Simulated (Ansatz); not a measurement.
Harmonic vibrations of C2H6InO2 (`C[O][In][O]C`) radical by finite differences.

```yaml
crystal:
  periodic: [false, false, false]
  atoms:
    - {symbol: C, position_ang: [-0.908369, -0.832024, 2.096924]}
    - {symbol: O, position_ang: [0.291722, -1.480684, 1.752345]}
    - {symbol: In, position_ang: [1.318998, -0.886544, 0.132609]}
    - {symbol: O, position_ang: [0.260893, 0.451668, -0.948977]}
    - {symbol: C, position_ang: [0.633662, 1.047080, -2.156410]}
    - {symbol: H, position_ang: [-0.730693, 0.014164, 2.773691]}
    - {symbol: H, position_ang: [-1.469956, -0.454635, 1.232562]}
    - {symbol: H, position_ang: [-1.551308, -1.549409, 2.621451]}
    - {symbol: H, position_ang: [-0.168009, 1.731392, -2.460151]}
    - {symbol: H, position_ang: [0.767949, 0.320113, -2.968311]}
    - {symbol: H, position_ang: [1.555101, 1.638868, -2.075733]}
basis:
  gaussian: {orbitals: def2-TZVP}
magnetization: {spin_polarized: true, initial_magnetization: 1}
hamiltonian: {xc: pbe0, dispersion: d4}
phonons: {temperatures: {t_min: 298.15, t_max: 900, t_step: 200}}
```

```sh
$ ansatz run in.yaml --threads 2 --pin off --events-out ev --progress --plain --backend cuda
```

It prints (some lines left out):

```
Functional definition: PBE0
mean field -11434.67939514 eV, -420.2167170672 hartree, gradient 3.5e-5 eV, S^2 0.755920; 0 other end points of the search recorded, 0 dependent functions left out
mean field -11434.67923326 eV, -420.2167111184 hartree, gradient 1.9e-6 eV, S^2 0.755923; 0 other end points of the search recorded, 0 dependent functions left out
mean field -11434.67926697 eV, -420.2167123571 hartree, gradient 2.7e-6 eV, S^2 0.755916; 0 other end points of the search recorded, 0 dependent functions left out
mean field -11434.67923590 eV, -420.2167112155 hartree, gradient 1.9e-6 eV, S^2 0.755920; 0 other end points of the search recorded, 0 dependent functions left out
mean field -11434.67922933 eV, -420.2167109741 hartree, gradient 1.7e-6 eV, S^2 0.755920; 0 other end points of the search recorded, 0 dependent functions left out
mean field -11434.67923943 eV, -420.2167113451 hartree, gradient 1.2e-6 eV, S^2 0.755920; 0 other end points of the search recorded, 0 dependent functions left out
mean field -11434.67921419 eV, -420.2167104177 hartree, gradient 1.7e-6 eV, S^2 0.755920; 0 other end points of the search recorded, 0 dependent functions left out
mean field -11434.67930546 eV, -420.2167137715 hartree, gradient 2.8e-6 eV, S^2 0.755905; 0 other end points of the search recorded, 0 dependent functions left out
mean field -11434.67930741 eV, -420.2167138434 hartree, gradient 2.8e-6 eV, S^2 0.755935; 0 other end points of the search recorded, 0 dependent functions left out
mean field -11434.67934635 eV, -420.2167152744 hartree, gradient 1.7e-6 eV, S^2 0.755911; 0 other end points of the search recorded, 0 dependent functions left out
mean field -11434.67937240 eV, -420.2167162317 hartree, gradient 2.2e-6 eV, S^2 0.755928; 0 other end points of the search recorded, 0 dependent functions left out
mean field -11434.67936536 eV, -420.2167159728 hartree, gradient 2.8e-6 eV, S^2 0.755941; 0 other end points of the search recorded, 0 dependent functions left out
mean field -11434.67932790 eV, -420.2167145964 hartree, gradient 2.8e-6 eV, S^2 0.755900; 0 other end points of the search recorded, 0 dependent functions left out
mean field -11434.67938221 eV, -420.2167165921 hartree, gradient 1.7e-6 eV, S^2 0.755952; 0 other end points of the search recorded, 0 dependent functions left out
mean field -11434.67934742 eV, -420.2167153136 hartree, gradient 1.8e-6 eV, S^2 0.755888; 0 other end points of the search recorded, 0 dependent functions left out
mean field -11434.67935709 eV, -420.2167156690 hartree, gradient 2.6e-6 eV, S^2 0.755901; 0 other end points of the search recorded, 0 dependent functions left out
mean field -11434.67938608 eV, -420.2167167342 hartree, gradient 2.4e-6 eV, S^2 0.755939; 0 other end points of the search recorded, 0 dependent functions left out
mean field -11434.67935479 eV, -420.2167155844 hartree, gradient 2.7e-6 eV, S^2 0.755924; 0 other end points of the search recorded, 0 dependent functions left out
mean field -11434.67934312 eV, -420.2167151558 hartree, gradient 2.9e-6 eV, S^2 0.755916; 0 other end points of the search recorded, 0 dependent functions left out
mean field -11434.67936403 eV, -420.2167159241 hartree, gradient 1.5e-6 eV, S^2 0.755900; 0 other end points of the search recorded, 0 dependent functions left out
mean field -11434.67936065 eV, -420.2167157999 hartree, gradient 1.6e-6 eV, S^2 0.755940; 0 other end points of the search recorded, 0 dependent functions left out
mean field -11434.67936324 eV, -420.2167158950 hartree, gradient 2.6e-6 eV, S^2 0.755946; 0 other end points of the search recorded, 0 dependent functions left out
mean field -11434.67933263 eV, -420.2167147700 hartree, gradient 2.9e-6 eV, S^2 0.755894; 0 other end points of the search recorded, 0 dependent functions left out
mean field -11434.67927506 eV, -420.2167126546 hartree, gradient 2.9e-6 eV, S^2 0.755897; 0 other end points of the search recorded, 0 dependent functions left out
mean field -11434.67932384 eV, -420.2167144473 hartree, gradient 2.7e-6 eV, S^2 0.755943; 0 other end points of the search recorded, 0 dependent functions left out
mean field -11434.67923335 eV, -420.2167111218 hartree, gradient 1.5e-6 eV, S^2 0.755926; 0 other end points of the search recorded, 0 dependent functions left out
mean field -11434.67922076 eV, -420.2167106588 hartree, gradient 1.2e-6 eV, S^2 0.755914; 0 other end points of the search recorded, 0 dependent functions left out
mean field -11434.67924010 eV, -420.2167113696 hartree, gradient 2.8e-6 eV, S^2 0.755922; 0 other end points of the search recorded, 0 dependent functions left out
mean field -11434.67922470 eV, -420.2167108036 hartree, gradient 1.4e-6 eV, S^2 0.755918; 0 other end points of the search recorded, 0 dependent functions left out
mean field -11434.67922970 eV, -420.2167109877 hartree, gradient 2.4e-6 eV, S^2 0.755912; 0 other end points of the search recorded, 0 dependent functions left out
mean field -11434.67926422 eV, -420.2167122562 hartree, gradient 2.7e-6 eV, S^2 0.755928; 0 other end points of the search recorded, 0 dependent functions left out
mean field -11434.67936874 eV, -420.2167160970 hartree, gradient 2.1e-6 eV, S^2 0.755919; 0 other end points of the search recorded, 0 dependent functions left out
mean field -11434.67938024 eV, -420.2167165198 hartree, gradient 2.1e-6 eV, S^2 0.755920; 0 other end points of the search recorded, 0 dependent functions left out
mean field -11434.67932237 eV, -420.2167143932 hartree, gradient 2.9e-6 eV, S^2 0.755920; 0 other end points of the search recorded, 0 dependent functions left out
mean field -11434.67934037 eV, -420.2167150545 hartree, gradient 2.4e-6 eV, S^2 0.755920; 0 other end points of the search recorded, 0 dependent functions left out
mean field -11434.67934899 eV, -420.2167153713 hartree, gradient 2.4e-6 eV, S^2 0.755920; 0 other end points of the search recorded, 0 dependent functions left out
mean field -11434.67934916 eV, -420.2167153777 hartree, gradient 2.0e-6 eV, S^2 0.755920; 0 other end points of the search recorded, 0 dependent functions left out
mean field -11434.67935946 eV, -420.2167157562 hartree, gradient 2.3e-6 eV, S^2 0.755919; 0 other end points of the search recorded, 0 dependent functions left out
mean field -11434.67935616 eV, -420.2167156349 hartree, gradient 2.8e-6 eV, S^2 0.755920; 0 other end points of the search recorded, 0 dependent functions left out
mean field -11434.67936457 eV, -420.2167159438 hartree, gradient 2.1e-6 eV, S^2 0.755919; 0 other end points of the search recorded, 0 dependent functions left out
mean field -11434.67937734 eV, -420.2167164134 hartree, gradient 1.9e-6 eV, S^2 0.755920; 0 other end points of the search recorded, 0 dependent functions left out
mean field -11434.67934097 eV, -420.2167150766 hartree, gradient 2.8e-6 eV, S^2 0.755920; 0 other end points of the search recorded, 0 dependent functions left out
mean field -11434.67930944 eV, -420.2167139178 hartree, gradient 1.1e-6 eV, S^2 0.755920; 0 other end points of the search recorded, 0 dependent functions left out
mean field -11434.67935326 eV, -420.2167155283 hartree, gradient 2.6e-6 eV, S^2 0.755920; 0 other end points of the search recorded, 0 dependent functions left out
mean field -11434.67934917 eV, -420.2167153781 hartree, gradient 2.9e-6 eV, S^2 0.755920; 0 other end points of the search recorded, 0 dependent functions left out
mean field -11434.67934763 eV, -420.2167153212 hartree, gradient 1.9e-6 eV, S^2 0.755920; 0 other end points of the search recorded, 0 dependent functions left out
mean field -11434.67933535 eV, -420.2167148700 hartree, gradient 2.8e-6 eV, S^2 0.755920; 0 other end points of the search recorded, 0 dependent functions left out
mean field -11434.67936148 eV, -420.2167158302 hartree, gradient 2.7e-6 eV, S^2 0.755920; 0 other end points of the search recorded, 0 dependent functions left out
mean field -11434.67936211 eV, -420.2167158533 hartree, gradient 2.0e-6 eV, S^2 0.755920; 0 other end points of the search recorded, 0 dependent functions left out
mean field -11434.67933239 eV, -420.2167147613 hartree, gradient 1.5e-6 eV, S^2 0.755918; 0 other end points of the search recorded, 0 dependent functions left out
mean field -11434.67933502 eV, -420.2167148578 hartree, gradient 1.8e-6 eV, S^2 0.755922; 0 other end points of the search recorded, 0 dependent functions left out
mean field -11434.67935123 eV, -420.2167154537 hartree, gradient 2.8e-6 eV, S^2 0.755919; 0 other end points of the search recorded, 0 dependent functions left out
mean field -11434.67934512 eV, -420.2167152292 hartree, gradient 2.3e-6 eV, S^2 0.755920; 0 other end points of the search recorded, 0 dependent functions left out
mean field -11434.67936858 eV, -420.2167160912 hartree, gradient 2.3e-6 eV, S^2 0.755922; 0 other end points of the search recorded, 0 dependent functions left out
mean field -11434.67937693 eV, -420.2167163980 hartree, gradient 2.4e-6 eV, S^2 0.755918; 0 other end points of the search recorded, 0 dependent functions left out
mean field -11434.67937788 eV, -420.2167164329 hartree, gradient 1.7e-6 eV, S^2 0.755918; 0 other end points of the search recorded, 0 dependent functions left out
mean field -11434.67938149 eV, -420.2167165657 hartree, gradient 2.8e-6 eV, S^2 0.755922; 0 other end points of the search recorded, 0 dependent functions left out
mean field -11434.67934441 eV, -420.2167152032 hartree, gradient 2.9e-6 eV, S^2 0.755921; 0 other end points of the search recorded, 0 dependent functions left out
mean field -11434.67933569 eV, -420.2167148827 hartree, gradient 2.4e-6 eV, S^2 0.755919; 0 other end points of the search recorded, 0 dependent functions left out
mean field -11434.67933178 eV, -420.2167147389 hartree, gradient 2.3e-6 eV, S^2 0.755922; 0 other end points of the search recorded, 0 dependent functions left out
mean field -11434.67933860 eV, -420.2167149896 hartree, gradient 1.9e-6 eV, S^2 0.755918; 0 other end points of the search recorded, 0 dependent functions left out
mean field -11434.67931919 eV, -420.2167142760 hartree, gradient 3.0e-6 eV, S^2 0.755918; 0 other end points of the search recorded, 0 dependent functions left out
mean field -11434.67932389 eV, -420.2167144488 hartree, gradient 2.8e-6 eV, S^2 0.755922; 0 other end points of the search recorded, 0 dependent functions left out
mean field -11434.67936000 eV, -420.2167157760 hartree, gradient 2.2e-6 eV, S^2 0.755919; 0 other end points of the search recorded, 0 dependent functions left out
mean field -11434.67935388 eV, -420.2167155510 hartree, gradient 1.6e-6 eV, S^2 0.755920; 0 other end points of the search recorded, 0 dependent functions left out
mean field -11434.67937325 eV, -420.2167162630 hartree, gradient 2.1e-6 eV, S^2 0.755921; 0 other end points of the search recorded, 0 dependent functions left out
mean field -11434.67937975 eV, -420.2167165016 hartree, gradient 1.7e-6 eV, S^2 0.755919; 0 other end points of the search recorded, 0 dependent functions left out
Total energy: -11434.85232714 eV, -420.2230722012 hartree
Atom 0 at    -0.908369    -0.832024     2.096924 Å, force    -0.002977     0.001622     0.000522 eV/Å
Atom 1 at     0.291722    -1.480684     1.752345 Å, force     0.000190    -0.000467     0.000437 eV/Å
Atom 2 at     1.318998    -0.886544     0.132609 Å, force    -0.000661    -0.000024     0.000531 eV/Å
Atom 3 at     0.260893     0.451668    -0.948977 Å, force     0.000395     0.000342    -0.000763 eV/Å
Atom 4 at     0.633662     1.047080    -2.156410 Å, force    -0.000124    -0.000014    -0.000006 eV/Å
Atom 5 at    -0.730693     0.014164     2.773691 Å, force    -0.001032    -0.003284    -0.002833 eV/Å
Atom 6 at    -1.469956    -0.454635     1.232562 Å, force     0.002038    -0.001338     0.003824 eV/Å
Atom 7 at    -1.551308    -1.549409     2.621451 Å, force     0.002428     0.003297    -0.002187 eV/Å
Atom 8 at    -0.168009     1.731392    -2.460151 Å, force     0.000221    -0.000391     0.000088 eV/Å
Atom 9 at     0.767949     0.320113    -2.968311 Å, force    -0.000045     0.000464     0.000230 eV/Å
Atom 10 at     1.555101     1.638868    -2.075733 Å, force    -0.000432    -0.000208     0.000155 eV/Å
Dipole moment:     0.286481     0.074969    -0.290874 e Å
Vibrations: 52.99 58.79 67.79 77.08 98.16 182.14 231.00 451.34 490.53 1084.50 1115.71 1157.38 1169.37 1173.18 1183.71 1463.91 1470.06 1480.80 1483.64 1493.86 1495.72 2983.78 2987.10 3040.16 3045.10 3054.68 3056.13 cm⁻¹, zero-point energy 2.209931 eV
```

Run time 94 s (2 threads of an AMD EPYC 7R13 on a shared host and a share of an NVIDIA H100 80 GB); peak host memory 0.9 GiB.
